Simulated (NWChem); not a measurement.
System: CH$_{4}$AlClO; SMILES [OH][Al]([CH3])[Cl]

Here is an NWChem input.

```
start job
memory heap 200 mb stack 900 mb global 1100 mb
geometry units angstroms noautoz
  Al    -0.049403    -0.424861     0.050241
  Cl     0.003617     1.656108     0.495930
  C      1.573859    -1.495576     0.008371
  H      1.347387    -2.539274    -0.233911
  H      2.088528    -1.471969     0.976165
  H      2.279269    -1.115220    -0.739855
  O     -1.570149    -1.133336    -0.272400
  H     -2.383191    -0.612776    -0.255031
end
basis spherical
  Al library 6-31g*
  Cl library 6-31g*
  C library 6-31g*
  H library 6-31g*
  O library 6-31g*
end
dft
  xc b3lyp
  iterations 150
  mulliken
end
task dft energy
```

Structure relaxed at the B3LYP/6-31G* (spherical d) level.

Task: Give the results of this calculation. (B3LYP/6-31G* (spherical d).) Quantities: energy (Ha); highest occupied level (eV); orbital gap (eV); dipole (D).

Result: 
```
Quantity                       Value
---------------------------  -------
energy (Ha)                  -818.49
highest occupied level (eV)    -8.31
orbital gap (eV)                7.88
dipole (D)                      0.98
```
